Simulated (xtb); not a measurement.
C3H5BN2O, SMILES C1=NC=CB(N)O1. All values are semi-empirical tight-binding results from xtb (GFN2-xTB unless named), good for trends rather than for accurate numbers. The structure is a stationary point at GFN2-xTB. The structure was generated by enumeration, and PubChem lists no compound with its InChIKey, so it may never have been made. The values are those of a single conformer.

Computed properties:
The point group as xtb finds it comes out as Cs. The orbital gap is 3.41 eV, the dipole moment comes out as 2.97 D and the zero-point energy is 54.8 kcal/mol. The G − E(el) at 298.15 K (modified RRHO) is 36.2 kcal/mol, the static polarisability (D4 model) is 65.4 bohr³ and the solvation energy, GFN2-xTB/ALPB(water) is -5.4 kcal/mol. The solvation energy, GFN2-xTB/ALPB(hexane) is -4.9 kcal/mol.

Computed IR lines (harmonic; lines under 4 % of the strongest left out, lines within 3 cm⁻¹ merged):
ν (cm⁻¹): 441 (w), 458 (s), 513 (m), 652 (m), 798 (w), 919 (w), 1135 (m), 1156 (w), 1213 (m), 1300 (w), 1332 (m), 1404 (s), 1520 (s), 1524 (m), 1633 (vs), 3014 (w), 3037 (w), 3079 (m) (against the strongest line: vs over 80 %, s over 45 %, m over 15 %, w over 4 %, vw less)
